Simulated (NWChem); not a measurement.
System: InO, doublet; SMILES [In]=[O]

Computed with NWChem. Spin-unrestricted. All runs use the structure optimised with PBE0/def2-SVP, spin-unrestricted. No stability test was run on the SCF state. def2 effective core potentials on In; no spin-orbit coupling. Total energies compare along this basis series because the functional is fixed.

```json
[
 {"level": "PBE/def2-SVP", "basis functions": "40", "energy (Ha)": "-265.1688", "highest occupied level (eV)": "-5.64", "lowest empty minus highest occupied level, either spin (eV)": "0.65", "dipole (D)": "3.58"},
 {"level": "PBE/def2-SVPD", "basis functions": "55", "energy (Ha)": "-265.1807", "highest occupied level (eV)": "-5.86", "lowest empty minus highest occupied level, either spin (eV)": "0.62", "dipole (D)": "(withheld)"},
 {"level": "PBE/def2-TZVP", "basis functions": "81", "energy (Ha)": "-265.2757", "highest occupied level (eV)": "-5.78", "lowest empty minus highest occupied level, either spin (eV)": "0.70", "dipole (D)": "4.12"},
 {"level": "PBE/def2-TZVPD", "basis functions": "96", "energy (Ha)": "-265.2772", "highest occupied level (eV)": "-5.84", "lowest empty minus highest occupied level, either spin (eV)": "0.69", "dipole (D)": "4.33"},
 {"level": "PBE/def2-TZVPP", "basis functions": "81", "energy (Ha)": "-265.2757", "highest occupied level (eV)": "-5.78", "lowest empty minus highest occupied level, either spin (eV)": "0.70", "dipole (D)": "4.12"},
 {"level": "PBE/def2-QZVP", "basis functions": "139", "energy (Ha)": "-265.2825", "highest occupied level (eV)": "-5.83", "lowest empty minus highest occupied level, either spin (eV)": "0.70", "dipole (D)": "4.26"}
]
```

Problem. Fill in the missing entries.

Solution. 
- PBE/def2-SVPD, dipole (D): 4.41
